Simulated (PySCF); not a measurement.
# Structure from NMR data

The spectra below were simulated for a compound C₄H₇NSi.

1H NMR (400 MHz, computed): δ 6.26 (br s, 1H), 5.85 (br s, 1H), 4.60 (s, 2H), 2.24 (s, 3H).

13C{1H} NMR (computed): δ 146.0 (C), 139.7 (CH2), 123.5 (C), 27.2 (CH3).

Theory: GIAO PBE0/pcSseg-1 shieldings, geometry from GFN2-xTB, in PySCF 2.14 (fast rotation and ring inversion assumed for equivalent nuclei, isolated molecule, non-relativistic Hamiltonian, single conformer).

Shifts are taken against calculated references (same method and geometry level): 1H (31.72 ppm), 13C (186.93 ppm) against TMS.

Q: Which candidate is it?
A. C#C[SiH2]/C=N\C
B. C#C/C=N\[SiH2]C
C. C=C(C#N)C[SiH3]
D. [SiH3]n1cccc1
E. C=C(C)[SiH2]C#N

A: E. 

- Rings plus π bonds: 3 (no ring in the answer).
- 4 carbon signals for 4 carbons: no two carbons are equivalent.
- Carbon types of the structure: 2 × C, 1 × CH2, 1 × CH3, leaving 2 H on heteroatoms.
- δC 146.0: fully substituted alkene carbon; the olefinic region.
- δC 139.7: terminal =CH2 carbon; as expected for a trigonal carbon in a double bond.
- δC 123.5: nitrile carbon; typical of a nitrile.
- δC 27.2: allylic methyl carbon; aliphatic region, no heteroatom directly attached.
- δH 6.26, 5.85: hydrogen on a terminal =CH2 carbon; attached to an sp2 carbon and in the plane of the double bond.

The others: C=C(C#N)C[SiH3] has carbons computed at 136.0, 129.1, 123.7, 22.0, with a different DEPT pattern; C#C/C=N\[SiH2]C has carbons computed at 158.0, 89.4, 81.8, -3.6, with a different DEPT pattern; C#C[SiH2]/C=N\C has carbons computed at 168.4, 107.4, 84.5, 53.7, with a different DEPT pattern; [SiH3]n1cccc1 would give 2 carbon signals, not 4.

Shifts are as computed. Against solution values, carbons near 30 ppm lie about +3 ppm off and those near 130 ppm about +5 ppm. Of 1211 compounds with measured shifts, 218 miss one by over three times the rms of a fit or turn the order of signals round; such compounds aren't used in these exercises. Multiplicities follow the n + 1 count of equivalent neighbours, as no J values were calculated; m marks all less simple cases, F and P coupling included.
